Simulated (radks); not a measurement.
Valence configurations of Re+ (all share [Xe]). All-electron calculation, Dirac Kohn-Sham, BLYP, spin-unpolarised, spherical densities, finite nucleus; open shells fill j = l - 1/2 first; Fermi nuclear charge, rms radius 5.3698 fm. Program: a radial shooting solver on a logarithmic mesh with Libxc functionals. Energies are relative to 4f14 5d5 6s1; eigenvalues in eV.

valence	E (eV)	e(4f5/2)	e(4f7/2)	e(5d3/2)	e(5d5/2)	e(6p1/2)
4f14 5d5 6s1	0.000	-50.687	-48.175	-13.145	-12.233	-
4f14 5d4 6s1 6p1	5.477	-54.700	-52.187	-16.061	-	-8.741
4f14 5d6	0.735	-48.215	-45.704	-11.486	-10.640	-
4f13 5d5 6s2	41.248	-63.501	-60.891	-16.551	-15.439	-
4f13 5d6 6s1	40.143	-60.511	-57.902	-14.522	-13.482	-
4f13 5d5 6s1 6p1	46.809	-64.729	-62.119	-17.633	-16.504	-8.921
4f14 5d5.5 6s0.5	0.272	-49.409	-46.898	-12.289	-11.410	-
4f13.5 5d5.5 6s0.5 6p0.5	21.574	-56.158	-53.598	-14.382	-13.397	-7.952
4f14 5d5 6p1	5.081	-51.898	-49.386	-14.207	-13.275	-8.167
4f12 5d7 6s1	88.989	-70.767	-68.060	-15.883	-14.715	-

NIST lists [Xe] 4f14 5d5 6s1 as the ground configuration; this level of theory agrees among the configurations tried. The energies are those of spherical spin-averaged densities, not of single terms.
